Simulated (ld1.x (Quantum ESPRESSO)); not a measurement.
Configuration tests for bismuth (TM)

* Element: bismuth (Bi)
* Generator: ld1.x (Quantum ESPRESSO) 7.5
* Type: norm-conserving Troullier–Martins (Kleinman–Bylander form)
* Functional: PBE
* Relativity: non-relativistic
* Frozen core: [Xe] 4f14
* Valence charge: 15
* Reference configuration: 5d10 6s2 6p1.5 (charge +1.5)
* Partial waves: 6s (bound): rc 2.04 bohr; 5d (bound): rc 1.18 bohr; 6p (bound): rc 2.40 bohr
* Local potential: the p channel
* Core correction: Bessel-smoothed model core inside 0.95 bohr

Energies are relative to the spin-unpolarised reference configuration 5d10 6s2 6p1.5; without spin polarisation the order of configurations can differ from experiment.

```json
{"valence configuration": "5d10 6s2 6p3", "charge": "0", "ΔE all-electron (eV)": "-14.680", "error AE − PS (meV)": "+4.4"}
{"valence configuration": "5d10 6s2 6p2", "charge": "+1", "ΔE all-electron (eV)": "-6.652", "error AE − PS (meV)": "+0.6"}
{"valence configuration": "5d10 6s2 6p1", "charge": "+2", "ΔE all-electron (eV)": "8.537", "error AE − PS (meV)": "+0.6"}
{"valence configuration": "5d10 6s2 6p3.3", "charge": "-0.3", "ΔE all-electron (eV)": "-15.827", "error AE − PS (meV)": "+5.8"}
{"valence configuration": "5d9 6s2 6p4", "charge": "0", "ΔE all-electron (eV)": "13.408", "error AE − PS (meV)": "-437"}
{"valence configuration": "5d10 6s2 6p2.5", "charge": "+0.5", "ΔE all-electron (eV)": "-11.509", "error AE − PS (meV)": "+2.2"}
```

(1) What are ΔE and the potential's error for 5d10 6s2 6p0?

Results:

(1) ΔE = 31.575 eV all-electron; the error (AE − PS) is +3.0 meV.
